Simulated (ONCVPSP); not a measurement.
## boron: variants of one ONCV potential

Base potential:

| Property | Result |
| --- | --- |
| Element | boron |
| Generator | ONCVPSP 4.0.1 |
| Type | optimised norm-conserving Vanderbilt (ONCV) |
| Functional | PBEsol |
| Relativity | scalar-relativistic |
| Frozen core | [He] |
| Valence charge | 3 |
| Reference configuration | 2s2 2p0.75 (charge +0.25) |
| Partial waves | 2s: rc 1.60 bohr, ncon 4, nbas 8, qcut 4.5 1/bohr, 2 projectors, debl 1.8 Ha; 2p: rc 2.50 bohr, ncon 4, nbas 7, qcut 4.8 1/bohr, 2 projectors, debl 0.5 Ha; d scattering state at 0.06 Ha: rc 2.50 bohr, ncon 5, nbas 9, qcut 4.4 1/bohr, 1 projector |
| Local potential | polynomial inside 1.15 bohr (lpopt 5, dvloc0 1 Ha) |
| Core correction | Teter function, fcfact 2.75, rcfact 1.2 |

Cutoffs, loose and tight: the cutoffs (Ha) at which the residual kinetic energy of the hardest occupied pseudo-wave falls to 1 and 0.1 mHa per electron. They do not see the model core or the augmentation charge, which bear on the density cutoff. Test errors are all-electron minus pseudo excitation energies from the reference, over the configurations 2s2 2p1; 2s2 2p0; 2s1 2p0; 2s1 2p2. A dash means not determined; rows that change the core or the reference have their own tests.

```csv
change,outcome,"cutoff, loose","cutoff, tight",bound ghosts,GHOST(+) flags above zero,largest test error (meV)
base,generated,9.1 Ha,36 Ha,none,none,+124
"core correction Teter function, fcfact 2.75, rcfact 0.98",generated,9.1 Ha,36 Ha,none,none,+133
"core correction Teter function, fcfact 2.75, rcfact 1.08",generated,9.1 Ha,36 Ha,none,none,+130
"core correction Teter function, fcfact 2.75, rcfact 1.24",generated,9.1 Ha,36 Ha,none,none,+122
"core correction Teter function, fcfact 2.75, rcfact 1.32",generated,9.1 Ha,36 Ha,none,none,+116
"core correction Teter function, fcfact 2.75, rcfact 1.46",generated,9.1 Ha,36 Ha,none,none,+105
"core correction Teter function, fcfact 2.75, rcfact 1.54",generated,9.1 Ha,36 Ha,none,none,+98
"core correction Teter function, fcfact 2.75, rcfact 1.7",generated,9.1 Ha,36 Ha,none,none,+82
```

Problem. What comes out with this change to the base: core correction Teter function, fcfact 2.75, rcfact 2.04?

Solution. outcome: generated; cutoff, loose: 9.1 Ha; cutoff, tight: 36 Ha; bound ghosts: none; GHOST(+) flags above zero: none; largest test error (meV): +30.

Problem. What comes out with this change to the base: core correction Teter function, fcfact 2.75, rcfact 1.94?

Solution. outcome: generated; cutoff, loose: 9.1 Ha; cutoff, tight: 36 Ha; bound ghosts: none; GHOST(+) flags above zero: none; largest test error (meV): +49.

Problem. What comes out with this change to the base: core correction Teter function, fcfact 2.75, rcfact 1.8?

Solution. outcome: generated; cutoff, loose: 9.1 Ha; cutoff, tight: 36 Ha; bound ghosts: none; GHOST(+) flags above zero: none; largest test error (meV): +70.

Reading the sweep of the rcfact (base included, trends over the rows without a ghost): The loose cutoff stays near 9.1 Ha. The median size of the test errors (rows with all tests solved) falls from 17.1 meV at 0.98 to 13.4 meV at 2.04.
